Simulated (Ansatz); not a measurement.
**One elementary step**

Start structure (SiH5OF3, closed shell), relaxed at PBE0-D4/def2-TZVP:

Si1  (-1.035, 0.580, -0.553)
H2  (-1.080, -0.439, 0.523)
F3  (-0.053, 1.774, -0.172)
F4  (-2.488, 1.238, -0.469)
H5  (-0.889, 0.136, -1.943)
H6  (1.485, -0.850, 0.230)
O7  (1.198, -0.619, -0.662)
H8  (0.066, -0.771, 1.932)
F9  (0.936, -1.038, 2.117)
H10  (1.860, -0.011, -1.002)
(Å)

The step: SiH₂F₂ ([F][SiH2][F]) + H₂O + HF → SiH₂OF₂ ([OH][SiH]([F])[F]) + HF + H₂; bonds formed: Si1–O7, H2–H8, H6–F9; bonds broken: Si1–H2, H6–O7, H8–F9. Ansatz 0.2.0; basis: def2-TZVPP and def2-QZVPP; cores frozen in the correlated methods. Extrapolation: Hartree–Fock as exp(−7.88 √X), correlation as X^−2.97. Energies below are by CCSD(T) at an estimated basis limit (MP2 extrapolated from triple and quadruple zeta, plus CCSD(T) − MP2 in triple zeta).

What are the electronic barrier and the energy of the step, from the start structure to the end structure? (An estimate is asked for; the value comes from the calculation.)

The calculation gives: Barrier 0.985 eV; step energy -1.022 eV (downhill); reverse barrier, their difference, 2.007 eV. Barrier and step energy count from the start structure, the reverse barrier from the end structure.

The saddle point: One imaginary mode of 951i cm⁻¹.
| pair | start (Å) | saddle (Å) | end (Å) |
| --- | --- | --- | --- |
| Si1–O7 | 2.54 | 1.77 | 1.63 |
| H2–H8 | 1.85 | 1.02 | 0.75 |
| H6–F9 | 1.97 | 1.28 | 0.94 |
| Si1–H2 | 1.48 | 1.69 | 3.47 |
| H6–O7 | 0.97 | 1.08 | 1.73 |
| H8–F9 | 0.93 | 1.13 | 2.64 |

Zero-point energy (harmonic, PBE0-D4): ZPE is 1.616 eV at the start and 1.561 eV at the saddle, so the barrier goes from 0.985 to 0.931 eV.

T1 diagnostic: at most 0.012.

Labels in which every atom is bracketed show which atoms are joined, not bond orders.

For scale, one of the runs: CCSD(T)/def2-TZVPP, 236 basis functions, launched by `ansatz run in.yaml --threads 8 --pin off --events-out ev --progress --plain --max-ram 19148MiB`. The run took 22 s on 8 CPU threads of an Intel Xeon 6975P-C (shared host), with 5.3 GiB of host memory at its peak.
